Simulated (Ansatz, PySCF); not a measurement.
4,4-difluorobut-1-yne (C₄H₄F₂), SMILES FC(CC#C)F. Atoms are numbered in the order given.

```xyz
10

C      1.0166     1.4473     2.0795
C      0.8363     0.5409     1.2984
C      0.5930    -0.5493     0.3600
C     -0.6627    -0.3522    -0.4796
F     -0.8344    -1.4418    -1.2748
F     -0.5257     0.7319    -1.2819
H      1.1839     2.2532     2.7690
H      0.4902    -1.5058     0.8992
H      1.4381    -0.6605    -0.3408
H     -1.5713    -0.2180     0.1333
```

Coordinates come from a B3LYP-D3(BJ)/def2-SVP optimisation. Other conformers were not sampled.

Vertical ionisation energy (IE) and electron affinity (EA) in eV. Rows of orbital energies are one-electron estimates. Where ΔSCF, EOM or ADC give a negative EA the extra electron is unbound and the value depends on the basis.

```tsv
level	IE	EA
−ε(HOMO), −ε(LUMO), ωB97X/def2-TZVP (PySCF)	10.59	-2.78
−ε(HOMO), −ε(LUMO), PBE/def2-TZVP (PySCF)	6.89	0.41
ΔSCF, CAM-B3LYP/def2-SVPD (Ansatz), final states of multiplicity 2 and 2	(withheld)	(withheld)
ΔSCF, PBE/def2-SVPD (Ansatz), final states of multiplicity 2 and 2	10.28	-1.56
```

Some entries are withheld; supply them. (An estimate is asked for; the answer gives what the named calculation found.)


- ΔSCF, CAM-B3LYP/def2-SVPD (Ansatz, an electronic-structure program), final states of multiplicity 2 and 2, IE: 10.77
- ΔSCF, CAM-B3LYP/def2-SVPD (Ansatz), final states of multiplicity 2 and 2, EA: -1.82

What vertical singlet–triplet gap does ΔSCF give with CAM-B3LYP/def2-SVPD (Ansatz) and with PBE/def2-SVPD (Ansatz)? (An estimate is asked for; the answer gives what the named calculation found.)

5.60 and 5.56 eV (triplet above singlet where positive).
